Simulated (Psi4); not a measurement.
H3O2, charge +1, singlet, at a GFN2-xTB geometry. Base run: MP2/cc-pVDZ in Psi4.

Psi4 was given this input:
```
memory 2 GB

molecule mol {
1 1
  O     0.623757   -0.284607    0.321453
  O    -0.539542    0.250035   -0.287467
  H     1.366644   -0.205826   -0.316162
  H    -0.838253    0.982836    0.325740
  H    -1.202115   -0.500436   -0.281464
}

set basis cc-pvdz
set reference rhf

energy('mp2')
print_variables()
```

Each row names what was changed in the base input (with any setting that the change needs).

```csv
change,ΔE vs base (mEh),MP2 correlation (Eh),basis functions
base,0.000,-0.38910,43
method = mp2.5,___,-0.38910,43
method = ccsd,___,-0.38920,43
method = qcisd(t),-26.232,-0.38920,43
method = cepa(1),-19.604,-0.38920,43
puream = off,-8.316,-0.39635,45
method = mp3,___,-0.38910,43
scf_type = pk; mp2_type = conv,-0.165,-0.38920,43
method = dlpno-mp2,0.100,-0.38900,43
method = fno-ccsd(t),-26.059,-0.38920,43
```

Q: Fill in the missing entries.

A: 
- method = mp2.5, ΔE vs base (mEh): -5.264
- method = ccsd, ΔE vs base (mEh): -16.866
- method = mp3, ΔE vs base (mEh): -10.528
